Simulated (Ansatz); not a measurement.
Ir₃. The state is a doublet with charge 0. Geometry PBE-D4/def2-TZVP, that of the charge +1 singlet; atoms count from 1.

| atom | x (Å) | y (Å) | z (Å) |
| --- | --- | --- | --- |
| Ir1 | -1.0854 | 0.7946 | 0.2780 |
| Ir2 | 0.1773 | -1.2144 | 0.6169 |
| Ir3 | 0.9081 | 0.4198 | -0.8950 |

In the def2 sets Ir takes a core potential; there is no spin–orbit coupling. The charge 0 doublet is spin-contaminated (final ⟨S²⟩ up to 1.86, 0.75 for a pure state). The structure comes from a short search, and lower isomers may exist.

**Question.** Estimate the Mulliken populations from the PBE0/def2-TZVP orbitals of Ansatz.

**Answer.** 
```csv
atom,charge (e),spin (α − β),d electrons
Ir1,-0.02,-0.19,7.91
Ir2,0.03,1.24,7.84
Ir3,-0.01,-0.05,7.89
```
Mulliken values depend strongly on the basis.

**Question.** Where does the spin sit?

**Answer.** Summed by element: Ir 1.00, of 1 unpaired in all. Largest on single atoms: Ir2 1.24, Ir1 -0.19, Ir3 -0.05.

**Question.** And the Mayer bond orders between heavy atoms (over 0.3)?

**Answer.** Ir1–Ir2 1.47 (2.40 Å); Ir1–Ir3 1.53 (2.34 Å); Ir2–Ir3 1.50 (2.34 Å).
